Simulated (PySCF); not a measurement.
Computed NMR parameters against published values

Bonds (- single, = double, # triple, : aromatic): C1-N2, N2=C3, C3-C4, C4:C5, C5:C6, C6:C7, C7:C8, C8:C9, C9:C4. C1 carries H10, H11, H12; C3 carries H13; C5 carries H14; C6 carries H15; C7 carries H16; C8 carries H17; C9 carries H18. Stereochemistry as in C/N=C/c1ccccc1.

Published estimates (parent shift plus substituent increments) and measurements: δ ¹³C C7 130.8; C5/C9 129.0; C6/C8 128.6 ppm (estimated from measurements, as parent shift plus tabulated substituent increment; solution, not stated per compound (mostly CDCl3 or CCl4); Pretsch, Buehlmann, Badertscher, Structure Determination of Organic Compounds, 4th ed. (2009)).

Non-relativistic Hamiltonian, a single conformation, one averaged value for each set of equivalent atoms, isolated molecule. Geometry: PBE0-D3(BJ)/def2-SVP; shieldings: GIAO HF/pcSseg-1; PySCF 2.14.

(1) Set the calculated values beside the experiment.

(2) How far are the unscaled ¹³C shifts from the references?

## Answers

(1) 
Reference values: estimated from measurements, as parent shift plus tabulated substituent increment (solution, not stated per compound (mostly CDCl3 or CCl4); Pretsch, Buehlmann, Badertscher, Structure Determination of Organic Compounds, 4th ed. (2009)).
```json
{"atoms": "C7", "quantity": "δ ¹³C", "reference": "130.8", "computed": "138.9", "computed, scaled": "131.2"}
{"atoms": "C5/C9", "quantity": "δ ¹³C", "reference": "129.0", "computed": "137.6", "computed, scaled": "130.0"}
{"atoms": "C6/C8", "quantity": "δ ¹³C", "reference": "128.6", "computed": "134.6", "computed, scaled": "127.2"}
```

Computed shifts are σ(ref) − σ with the named reference compound (TMS for H and C) calculated as an isolated molecule at the same level. The measured values may be among those fitted. Scaled to experiment by linear calibration (H and C: mostly CDCl3 data, vs TMS): ¹³C: δ = 179.24 − 0.925σ (rms 2.1 ppm, 47 shifts, 3.7 ppm with the 4 outliers that the fit left out). Occasional misses reach two or three times the rms, and more in compound classes unlike the fitted ones.

(2) Mean signed difference +7.57 ppm, mean absolute 7.57 ppm over 3 comparisons; the largest is +8.6 ppm at C5/C9 (aromatic CH).
